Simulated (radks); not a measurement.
The numbers below are computed, except where a source is named.
Numerical settings for neutral rhodium, [Kr] 4d8 5s1. Code: a radial shooting solver on a logarithmic mesh with Libxc functionals. Model: scalar-relativistic Kohn-Sham, PBE, spin-polarised, spherical densities, finite nucleus; open shells are filled with parallel spins first (spin-orbit coupling, left out, can overturn this in heavy ions); Fermi nuclear charge, rms radius 4.4945 fm. The defaults (mesh step 0.008 in ln r, mesh end at 40 bohr or more with all orbitals vanishing there, Anderson mixing 0.5 over 9 steps, residual threshold near 1e-9 with the energy settled to 1e-9 hartree or 1e-11 of itself, here a cap of 69 iterations) give E = -4784.0695 hartree and 5s at -4.762 eV in 15 iterations. Run on one thread of a shared host, so times are rough (Arm Neoverse N1): 0.27 s of CPU time, 0.27 s wall, 15 iterations on 2437 mesh points. Changes against that run (0 stands for a change within the tolerance of the run):

| setting | iterations | converged | E (mhartree) | e(5s) (meV) | CPU (s) |
|---|---|---|---|---|---|
| mesh step in ln r 0.012 | 15 | yes | 0 | 0 | 0.19 |
| mesh step in ln r 0.02 | 14 | yes | 0 | 0 | 0.12 |
| mesh step in ln r 0.003 | 23 | yes | 0 | 0 | 0.92 |
| mesh end (bohr) 3 | 16 | level above zero | +1.61e+03 | +2.66e+04 | 0.21 |
| mesh end (bohr) 12 | 15 | yes | +0.0289 | +3.12 | 0.26 |
| residual threshold 1e-13 | 69 | no | 0 | 0 | 0.65 |
| residual threshold 1e-05 | 13 | yes | 0 | 0 | 0.25 |
| mixing 0.05 | 53 | yes | 0 | 0 | 0.77 |
| linear mixing, mixing 0.2 | 69 | no | 0 | 0 | 0.92 |
| linear mixing, mixing 0.8 | 42 | no | diverged | - | 1.1 |
| mixing history 2 | 27 | yes | 0 | 0 | 0.38 |
| iteration cap 8 | 8 | no | 0 | -0.416 | 0.15 |

Settled on a wrong energy, with an occupied level pushed above zero by the early mesh end: mesh end (bohr) 3 (+1.61 hartree). Apart from these: no run marked as converged misses the energy by more than 1 mhartree. A mesh that ends early acts as a hard wall.
